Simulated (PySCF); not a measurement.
A calculated (BP86, PySCF 2.14, jorge-DZP-DKH, scalar relativity by spin-free X2C-1e) atom or ion has these occupied shells.

```tsv
shell	electrons	orbital energy (eV)	rms radius, mean of both spins (bohr)
1s α	1	-14158.5	0.0478
1s β	1	-14158.4	0.0478
2s α	1	-1875.6	0.199
2s β	1	-1875.6	0.199
2p α	3	-1660.7	0.177
2p β	3	-1660.6	0.177
3s α	1	-275.74	0.568
3s β	1	-275.63	0.568
3p α	3	-207.04	0.585
3p β	3	-206.92	0.585
3d α	5	-93.365	0.612
3d β	5	-93.226	0.612
4s α	1	-34.625	1.64
4s β	1	-33.662	1.64
4p α	3	-20.141	1.99
4p β	2	-19.202	1.99
```

Name the element and its charge.

Kr⁺ (krypton, charge +1), in [Ar] 3d10 4s2 4p5, 2P determinant.
